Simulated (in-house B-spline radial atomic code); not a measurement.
# Ionising Br⁺ with different functionals

Computed with a B-spline radial code for spherical atoms: scalar-relativistic (spin-free X2C) Hamiltonian, Fermi nucleus of rms radius 4.1629 fm, spin-polarised at highest spin, spherical fractional occupations for the functionals, the average over the highest-spin determinants for Hartree-Fock. The ionisation energy is the difference of two self-consistent energies, [Ar] 3d10 4s2 4p4 → [Ar] 3d10 4s2 4p3, without Breit or QED terms; ε is the level of the shell that loses the electron (its least bound occupied spin orbital). There is no spin-orbit coupling in this Hamiltonian.

Hybrids are left out here: with spherical fractional occupations of an open shell their exact exchange keeps a self-interaction that integer-occupation calculations don't have.

```json
{"method": "Hartree-Fock", "rung": "Hartree-Fock", "ΔSCF (eV)": "20.05", "-ε(4p) (eV)": "20.71"}
{"method": "LDA VWN5", "rung": "LDA", "ΔSCF (eV)": "21.68", "-ε(4p) (eV)": "16.75"}
{"method": "LDA PW92", "rung": "LDA", "ΔSCF (eV)": "21.68", "-ε(4p) (eV)": "16.75"}
{"method": "LDA exchange-only", "rung": "LDA", "ΔSCF (eV)": "19.85", "-ε(4p) (eV)": "15.12"}
{"method": "PBE", "rung": "GGA", "ΔSCF (eV)": "21.25", "-ε(4p) (eV)": "16.42"}
{"method": "PBEsol", "rung": "GGA", "ΔSCF (eV)": "21.26", "-ε(4p) (eV)": "16.44"}
{"method": "BLYP", "rung": "GGA", "ΔSCF (eV)": "21.35", "-ε(4p) (eV)": "16.40"}
{"method": "RPBE", "rung": "GGA", "ΔSCF (eV)": "21.11", "-ε(4p) (eV)": "16.33"}
{"method": "PW91", "rung": "GGA", "ΔSCF (eV)": "21.35", "-ε(4p) (eV)": "16.50"}
{"method": "BP86", "rung": "GGA", "ΔSCF (eV)": "21.47", "-ε(4p) (eV)": "16.60"}
{"method": "AM05", "rung": "GGA", "ΔSCF (eV)": "21.24", "-ε(4p) (eV)": "16.42"}
{"method": "OLYP", "rung": "GGA", "ΔSCF (eV)": "20.95", "-ε(4p) (eV)": "16.19"}
{"method": "TPSS", "rung": "meta-GGA", "ΔSCF (eV)": "21.19", "-ε(4p) (eV)": "16.43"}
{"method": "SCAN", "rung": "meta-GGA", "ΔSCF (eV)": "21.06", "-ε(4p) (eV)": "16.44"}
{"method": "r2SCAN", "rung": "meta-GGA", "ΔSCF (eV)": "21.03", "-ε(4p) (eV)": "16.44"}
{"method": "revTPSS", "rung": "meta-GGA", "ΔSCF (eV)": "21.16", "-ε(4p) (eV)": "16.42"}
```

**Question.** How do they compare with the NIST value?

**Answer.** NIST lists 21.591 eV (measured, ground level to ground level). Errors run from -1.74 to +0.09 eV; LDA VWN5 is closest (+0.09 eV), but part of that can be cancellation, since the calculations leave out spin-orbit coupling, Breit-QED terms, multiplet and fine-structure energies. Hartree-Fock also lacks correlation.
